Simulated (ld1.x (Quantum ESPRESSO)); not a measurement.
Before and after: ultrasoft potential for Pd (Z = 46)

ld1.x (Quantum ESPRESSO) 7.5 input, shortened:

```
&input
   title='Pd', zed=46., rel=2, dft='PBESOL', iswitch=3,
   config='[Kr] 4d10 4f-2 5s0 5p-2', rel_dist='average'
 /
 &inputp
   pseudotype=3, tm=.true., lloc=-1, rcloc=2.15,
   nlcc=.true., new_core_ps=.true.,
   which_augfun='PSQ', rmatch_augfun=1.25
 /
8
5S  1  0   0.00   0.00  2.75  3.15  0.0
5S  1  0   0.00   0.25  2.75  3.15  0.0
5P  2  1  -2.00   0.30  1.80  2.45  0.0
5P  2  1  -2.00   2.10  1.80  2.45  0.0
4D  3  2  10.00   0.00  1.25  1.50  0.0
4D  3  2   0.00   1.40  1.25  1.50  0.0
4F  4  3  -2.00   0.05  2.45  2.65  0.0
4F  4  3  -2.00   2.50  2.45  2.65  0.0
 &test
   configts(1)='4d10 5s0'
 /
```

Open shells are filled in proportion to 2j + 1 (rel_dist='average').

All-electron outer shells of the reference configuration (PBEsol, scalar-relativistic, ld1.x):

```csv
shell,level (eV),outermost node (bohr),outermost maximum (bohr)
4p,-51.14,0.46,0.91
4d,-4.05,0.45,1.10
5s,-3.30,1.15,2.67
```

Change: local potential all-electron potential smoothed inside 1.48 bohr (lloc = -1).

Cutoffs: the cutoffs (Ry, on a coarse ladder) from which the occupation-weighted sum of valence levels, in a spherical-Bessel basis at the reference potential, stays within 10 and 1 mRy of its value at 400 Ry; they do not see the model core or the augmentation charge, which bear on the density cutoff. Errors are all-electron minus pseudo energies relative to the spin-unpolarised reference configuration.

Task: What does the change do?

Result: A bound ghost appears in p, which as a rule spoils a file; of the 7 tests that both files solve, the error grows in 2 and shrinks in 0 by more than 15 % and 0.3 meV (median size 79.0 → 118.6 meV); the range in which the p1/2 phases agree widens (upper end 3.0 → at the end of the scan); the range in which the p3/2 phases agree widens (upper end 3.1 → at the end of the scan). A state that the projectors do not describe sees the local part alone, so a deeper or shallower local part can create or remove a ghost.

| quantity | base | changed |
| --- | --- | --- |
| cutoffs, loose and tight | 50 Ry, 90 Ry | not determined |
| bound ghosts | none | p3/2, p1/2 (s not tested, overlap not positive) |
| error for 4d9 5s0, meV [ΔE 9.12 eV] | -19 | -19 |
| error for 4d8 5s0, meV [ΔE 29.94 eV] | -149 | -149 |
| error for 4d7 5s0, meV [ΔE 64.29 eV] | -545 | -544 |
| error for 4d8 5s1, meV [ΔE 13.67 eV] | -79 | -119 |
| error for 4d9 5s1, meV [ΔE 1.51 eV] | -20 | -24 |
| error for 4d6 5s0, meV [ΔE 113.61 eV] | -1386 | -1384 |
| error for 4d9.5 5s0, meV [ΔE 3.24 eV] | -2.9 | -2.9 |
| s: phases at 3.41 bohr within 0.05 rad from the reference energy up to (Ry; the scan ends near 5) | 1.2 | 2.1 |
| p1/2: phases at 3.41 bohr within 0.05 rad from the reference energy up to (Ry; the scan ends near 5) | 3.0 | to the end of the scan |
| p3/2: phases at 3.41 bohr within 0.05 rad from the reference energy up to (Ry; the scan ends near 5) | 3.1 | to the end of the scan |
| d3/2: phases at 3.41 bohr within 0.05 rad from the reference energy up to (Ry; the scan ends near 5) | to the end of the scan | to the end of the scan |
| d5/2: phases at 3.41 bohr within 0.05 rad from the reference energy up to (Ry; the scan ends near 5) | to the end of the scan | to the end of the scan |
| f5/2: phases at 3.41 bohr within 0.05 rad from the reference energy up to (Ry; the scan ends near 5) | 3.6 | 3.3 |
| f7/2: phases at 3.41 bohr within 0.05 rad from the reference energy up to (Ry; the scan ends near 5) | 3.6 | 3.3 |
| lowest overlap eigenvalue by channel | s 0.28, p1/2 0.57, p3/2 0.60, d3/2 0.98, d5/2 0.98, f5/2 0.97, f7/2 0.97 | s -0.05, p1/2 0.53, p3/2 0.59, d3/2 0.96, d5/2 0.97, f5/2 0.98, f7/2 0.98 |

Base: These tests converged, but a pseudo level misses the all-electron one widely, so the file describes the atom poorly there or has found another state: 4d6 5s0: empty 5s by 10.5 eV. Changed file: the overlap operator is not positive definite in a basis up to 400 Ry (lowest eigenvalue s -0.05), so the file is unfit for use: the generalised eigenproblem breaks down once the basis is large enough, and its test numbers describe a broken file. A true bound ghost makes a file unfit for plane-wave use even where its test errors are small: the radial tests pick states by their node count and pass the ghost by.
